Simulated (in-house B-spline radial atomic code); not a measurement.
Ionisation energies along the 28-electron series, configuration [Ar] 3d10, as differences of self-consistent energies. Dirac energy differences include first-order Breit, QED and recoil terms. NIST's values go from ground level to ground level; the uncertainty of those that are theory runs from under 0.1 % in few-electron ions to several per cent in heavy many-electron ones. Computed with a radial B-spline atomic code at the basis-set limit: Dirac-Hartree-Fock, average of the configuration, finite nuclei.

| ion | configuration after | ionisation energy (eV) | IE/(q+1)² (eV) | Breit and QED recoil part (eV) | tabulated value (eV) | tabulated kind | computed minus tabulated (eV) |
| --- | --- | --- | --- | --- | --- | --- | --- |
| Cu+ | [Ar] 3d9 | 17.3 | 4.3313 | 0.0070283 | 20.29239 | measured | -3.0 |
| Zn2+ | [Ar] 3d9 | 37.2 | 4.128 | 0.0088994 | 39.7233 | measured | -2.6 |
| Ga3+ | [Ar] 3d9 | 60.9 | 3.8089 | 0.008751 | 63.241 | measured | -2.3 |
| Ge4+ | [Ar] 3d9 | ? | ? | ? | ? | measured | ? |
| As5+ | [Ar] 3d9 | 119.3 | 3.3136 | 0.0025604 | 121.19 | measured | -1.9 |
| Se6+ | [Ar] 3d9 | ? | ? | ? | ? | measured | ? |
| Br7+ | [Ar] 3d9 | 191.1 | 2.986 | -0.011755 | 192.61 | measured | -1.5 |
| Kr8+ | [Ar] 3d9 | ? | ? | ? | ? | semi-empirical | ? |
| Rb9+ | [Ar] 3d9 | 275.9 | 2.7586 | -0.034903 | 277.12 | measured | -1.3 |
| Sr10+ | [Ar] 3d9 | 323.0 | 2.6695 | -0.050075 | 324.07 | measured | -1.1 |

Q: Fill in the row of Ge4+.

A: ionisation energy (eV): 88.4; IE/(q+1)² (eV): 3.5353; Breit and QED recoil part (eV): 0.006638; tabulated value (eV): 90.5; computed minus tabulated (eV): -2.1.

Q: Fill in the row of Se6+.

A: ionisation energy (eV): 153.6; IE/(q+1)² (eV): 3.1338; Breit and QED recoil part (eV): -0.0035476; tabulated value (eV): 155.327; computed minus tabulated (eV): -1.8.

Q: Fill in the row of Kr8+.

A: ionisation energy (eV): 231.9; IE/(q+1)² (eV): 2.8628; Breit and QED recoil part (eV): -0.022171; tabulated value (eV): 233; computed minus tabulated (eV): -1.1.

Where a p, d or f electron is removed, the computed value is a mean over both j, so it misses the tabulated one by a part of the spin-orbit splitting; averaging over terms and missing correlation add to the gap, relatively most at low charge.
